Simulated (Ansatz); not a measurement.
Consider the ligand exchange at the Si–C bond: `C[Si](N)(F)Cl` + HCl → `N[Si](F)(Cl)Cl` + CH₄.

Calculated with Ansatz (gas phase, PBE0-D4/def2-TZVP geometries, no zero-point term in ΔE). CCSD(T)/CBS adds triple-zeta CCSD(T) − MP2 to the extrapolated MP2 energy (def2 sets, frozen cores). This one scheme is used for every species. DFT in def2-TZVPP. B3LYP here is the variant with VWN-RPA as its local correlation; programs differ in this. HSE06 is defined as in plane-wave codes. One conformer a species, not always the lowest.

| level | ΔE (kcal/mol) | difference from CCSD(T)/CBS |
| --- | --- | --- |
| PBE-D4 | -21.7 | 0.2 |
| revPBE-D4 | -21.8 | 0.1 |
| BLYP-D4 | -22.2 | -0.3 |
| B3LYP-D4 | -22.5 | -0.6 |
| r2SCANh-D4 | -23.0 | -1.1 |
| HSE06-D4 | -22.0 | -0.1 |
| ωB97M-V | -22.2 | -0.3 |
| B2PLYP | -22.6 | -0.7 |
| PBE-QIDH | -22.5 | -0.6 |
| r2SCAN | -23.0 | -1.1 |
| B3LYP | -22.4 | -0.5 |
| r2SCANh | -23.0 | -1.1 |
| LC-ωPBE | -21.6 | 0.3 |
| MP2/def2-TZVPP | -22.6 | -0.7 |
| CCSD/def2-TZVPP | -21.2 | 0.7 |
| SCS-MP2/def2-QZVPP | -22.8 | -0.9 |
| CCSD(T)/CBS | -21.9 | 0 |

Task: What do rigid-rotor, harmonic-oscillator terms from PBE0-D4/def2-TZVP frequencies (298.15 K, 1 bar) make of the CCSD(T)/CBS value? (An estimate is asked.)

Result: Ansatz gave: ΔZPE = +1.7 kcal/mol, ΔH = -20.3 kcal/mol, ΔS = -4 J/(mol·K), ΔG = -20.1 kcal/mol.

Largest T1 diagnostic among the species: 0.010.

In def2-TZVPP, CCSD(T) changes the Hartree–Fock value by +2.5 kcal/mol (the triples alone add −0.0 kcal/mol) and MP2 by +1.2 kcal/mol. From BLYP to BHLYP (50 % exact exchange), in def2-TZVPP and without D4, ΔE moves by −0.7 kcal/mol. Leaving LDA and LC-ωPBE aside and taking each functional with its dispersion term where it has one, the values, not all of them listed here, spread over 1.8 kcal/mol, from B97M-V to PBE-D4. LDA lies +0.9 kcal/mol from PBE without D4.
